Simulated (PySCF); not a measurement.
Compound: C5H7N2 (doublet state).
SMILES with atom numbers: `[CH2:1]=[CH:2][N:3]1[CH:4][NH:5][CH:6]=[CH:7]1` (hydrogens: H8, H9 on C1; H10 on C2; H11 on C4; H12 on N5; H13 on C6; H14 on C7)

Structure used (GFN2-xTB), in Å, numbered top down from 1:
```xyz
14
C5H7N2 angstrom
C      2.4056   -0.6541    0.0198
C      1.4553    0.1297   -0.5298
N      0.1432    0.1734   -0.1763
C     -0.8034    1.0517   -0.7105
N     -2.0366    0.6660   -0.1706
C     -1.8078   -0.2587    0.8038
C     -0.4953   -0.5789    0.7981
H      2.2061   -1.3364    0.8244
H      3.4133   -0.6124   -0.3449
H      1.7036    0.8031   -1.3386
H     -0.7459    1.3376   -1.7472
H     -2.8708    1.2159   -0.2653
H     -2.5955   -0.6414    1.4212
H      0.0274   -1.2959    1.3937
```

The hyperfine couplings belong to this conformer and change with its torsions.

Method used: UKS B3LYP, pcH-1 on C H N, non-relativistic, mean-field spin-orbit, GIAO in PySCF 2.14.0. Isolated species at its GFN2-xTB geometry (one conformer only). Couplings are sensitive to structure, and on GFN2-xTB geometries they can be far from those on DFT ones. No stability test was run, so a lower SCF solution isn't excluded.

Q: Break the g tensor into its mass correction, gauge correction and orbital-Zeeman/spin–orbit terms.

A: 
```tsv
Δg (ppm)	1	2	3
relativistic mass correction	-187	-187	-187
gauge correction	-3	30	27
orbital Zeeman/spin–orbit	-60	807	1207
total	-251	650	1047
```

So g = 2.00207, 2.00297, 2.00337 and g_iso = 2.00280; the tensor is rhombic: the two nearest values differ by 31 % of g3 − g1. Axes: g2 points within 6° of the N5–C6 bond and g3 points within 13° of the C1–H9 bond.

Q: What effective moment and Curie constant follow for a powder?

A: With the mean of g² = 4.0112 and S(S+1) = 0.75: μ_eff = √(⟨g²⟩S(S+1)) = 1.734 μB and χT = 0.12505·⟨g²⟩·S(S+1) = 0.376 cm³ K/mol (cgs; spin-Hamiltonian part alone).

Q: What are the electron Larmor frequencies g μB B/h along the three axes at 1200 mT?

A: 33.6257, 33.6409, 33.6475 GHz for g1, g2 and g3, a range of 21.8 MHz.

Q: At 34.009 GHz, how far is the centre of the isotropic spectrum from where a free electron (g = 2.002319) resonates?

A: B = hν/(g μB) with μB/h = 13.99624 MHz/mT gives 1213.53 mT for the free electron and 1213.23 mT at g_iso, 0.29 mT lower.

Q: In a frozen sample, at which fields do the three g values resonate at 9.5, 34, 94 and 263 GHz (hyperfine left aside), and which band first spreads them over more than twice a line width of 0.3 mT?

A: 
```json
{"band": "X", "GHz": "9.5", "B(g3) mT": "338.81", "B(g2) mT": "338.87", "B(g1) mT": "339.03", "spread mT": "0.22"}
{"band": "Q", "GHz": "34.0", "B(g3) mT": "1212.57", "B(g2) mT": "1212.81", "B(g1) mT": "1213.36", "spread mT": "0.79"}
{"band": "W", "GHz": "94.0", "B(g3) mT": "3352.40", "B(g2) mT": "3353.07", "B(g1) mT": "3354.57", "spread mT": "2.17"}
{"band": "J", "GHz": "263.0", "B(g3) mT": "9379.59", "B(g2) mT": "9381.45", "B(g1) mT": "9385.67", "spread mT": "6.08"}
```

The spread grows in proportion to the frequency. Q band is the first where it exceeds 0.6 mT.

Largest spin populations (Mulliken): C4 (+0.60), C1 (+0.26), N5 (+0.11) and C7 (+0.09). The angles at C4 add up to 345.4°, so it is pyramidal.

The HOMO–LUMO gaps are 3.07 eV among the α and 5.40 eV among the β orbitals.
